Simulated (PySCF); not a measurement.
A structure optimised at PBE0-D3(BJ)/def2-SVP, used in a PySCF frequency run:

```xyz
6

O      1.6355    -0.4749    -0.5433
Si     0.1139    -0.3253     0.0010
F     -0.0355    -0.8559     1.5037
F     -0.8112    -1.2380    -0.9229
Cl    -0.5510     1.5918    -0.0387
H      2.3088     0.1390    -0.2372
```

### Question
Write its SMILES and formula.

### Answer
O[Si](F)(F)Cl, ClF₂HOSi

### Question
What are its rotational constants (standard atomic weights)?

### Answer
3.9582, 2.4034, 2.3807 GHz
